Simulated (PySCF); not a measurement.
Working out the excitation energy of I

I [Kr] 4d10 5s2 5p5 (2P) → I [Kr] 4d10 5s1 5p5 5d1 (high-spin determinant). Computed with PySCF 2.14 in aug-cc-pwCVDZ-PP with ECP28MDF (6s5p4d1f, 48 functions), with scalar relativity through the core potential. Frozen: nothing. Energies in hartree (1 hartree = 27.21139 eV):

| part | I (lower) | I (upper) |
| --- | --- | --- |
| UHF | -294.654106 | -293.891859 |
| MP2 opposite-spin | -0.342222 | -0.353821 |
| MP2 same-spin | -0.194353 | -0.185745 |

Question: What does Hartree-Fock give?

Answer: (-293.891859) − (-294.654106) = 0.762247 hartree = 20.742 eV.

Question: What do MP2 and SCS-MP2 (6/5 opposite-spin, 1/3 same-spin) give?

Answer: The opposite-spin parts differ by -0.316 eV and the same-spin parts by 0.234 eV. MP2: 20.742 + (-0.316) + (0.234) = 20.660 eV. SCS-MP2: 20.742 + 1.2 × (-0.316) + (0.234)/3 = 20.441 eV.

One determinant mixes LS terms, so it does not stand for a single term.

The upper state lies above the first ionisation limit, where it may autoionise and the basis confines it.

A double-zeta basis recovers only part of the correlation energy.
